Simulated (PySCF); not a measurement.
ClFH5NSi2, SMILES F[SiH2][Si@@H](N)Cl. Atoms are numbered in the order given.

```xyz
10

N     -1.6234    -1.3503    -0.2648
Si    -0.7741     0.1400    -0.2787
Cl    -0.9587     1.3100     1.4711
Si     1.5347    -0.2094    -0.2857
F      2.0172    -1.0458    -1.6043
H     -1.3450    -2.1047     0.3557
H     -2.6236    -1.3766    -0.4425
H     -1.3360     0.9560    -1.3878
H      2.2600     1.0928    -0.2673
H      1.9033    -1.0022     0.9257
```

The structure is a stationary point at r2SCAN-D4/def2-SVP. The structure was generated by enumeration; whether it is a known compound was not checked. One conformer was computed; it need not be the lowest.

The numbers are results of TDA-PBE0/def2-SVPD run with PySCF, not measurements.

Vertical excitations. The molecule is in vacuum.

```json
[
 {"state": "S1", "energy (eV)": "6.17", "λ (nm)": "201", "f": "0.024", "main pairs": "HOMO→LUMO 83 %"},
 {"state": "S2", "energy (eV)": "6.43", "λ (nm)": "193", "f": "0.024", "main pairs": "HOMO→LUMO+1 79 %"},
 {"state": "S3", "energy (eV)": "6.62", "λ (nm)": "187", "f": "0.034", "main pairs": "HOMO−1→LUMO 84 %"},
 {"state": "S4", "energy (eV)": "6.84", "λ (nm)": "181", "f": "0.032", "main pairs": "HOMO−1→LUMO+1 86 %"},
 {"state": "S5", "energy (eV)": "7.27", "λ (nm)": "170", "f": "0.017", "main pairs": "HOMO−2→LUMO 95 %"},
 {"state": "S6", "energy (eV)": "7.60", "λ (nm)": "163", "f": "0.004", "main pairs": "HOMO−3→LUMO 88 %"},
 {"state": "S7", "energy (eV)": "7.63", "λ (nm)": "163", "f": "0.054", "main pairs": "HOMO→LUMO+2 56 %, HOMO−2→LUMO+1 32 %"},
 {"state": "S8", "energy (eV)": "7.66", "λ (nm)": "162", "f": "0.008", "main pairs": "HOMO→LUMO+3 74 %"},
 {"state": "S9", "energy (eV)": "7.76", "λ (nm)": "160", "f": "0.056", "main pairs": "HOMO−2→LUMO+1 42 %, HOMO→LUMO+2 19 %, HOMO→LUMO+3 15 %, HOMO−4→LUMO 10 %"},
 {"state": "S10", "energy (eV)": "7.82", "λ (nm)": "159", "f": "0.030", "main pairs": "HOMO−4→LUMO 49 %, HOMO−1→LUMO+2 19 %, HOMO→LUMO+5 14 %"},
 {"state": "T1", "energy (eV)": "5.40", "λ (nm)": "230", "f": "0", "main pairs": "HOMO→LUMO 81 %, HOMO−1→LUMO 13 %"},
 {"state": "T2", "energy (eV)": "5.79", "λ (nm)": "214", "f": "0", "main pairs": "HOMO→LUMO+1 87 %"},
 {"state": "T3", "energy (eV)": "6.12", "λ (nm)": "203", "f": "0", "main pairs": "HOMO−1→LUMO 72 %, HOMO→LUMO 12 %"},
 {"state": "T4", "energy (eV)": "6.29", "λ (nm)": "197", "f": "0", "main pairs": "HOMO−1→LUMO+1 78 %"}
]
```
Triplets are in the Tamm–Dancoff approximation.
